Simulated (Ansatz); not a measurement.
Molecule: HfH, net charge 0, quartet state. The spin state was set by rule; other spins were not relaxed. SMILES: [HfH]
Structure (B3LYP-D3(BJ)/def2-TZVP (Ansatz, a quantum-chemistry and plane-wave program) minimum search):
```
Hf
H 1 1.8743
```
Charge 0, spin multiplicity 4.

Give the harmonic wavenumbers at B3LYP-D3(BJ)/def2-TZVP (Ansatz, finite differences of forces, unscaled).

1582 cm⁻¹. Zero-point energy 2.3 kcal/mol.

From these and the geometry, give the ideal-gas thermochemistry at 298.15 K and 1 atm (rigid rotor, harmonic oscillator).

Point group C∞v, rotational symmetry number 1. Rotational constants 143.5, 143.5 GHz. S(trans) 41.46, S(rot) 9.47, S(vib) 0.01, S(elec, spin only) 2.75, S 53.7 cal/(mol K). H(298) - H(0) 2.08 kcal/mol; G - E(el) -11.7 kcal/mol.
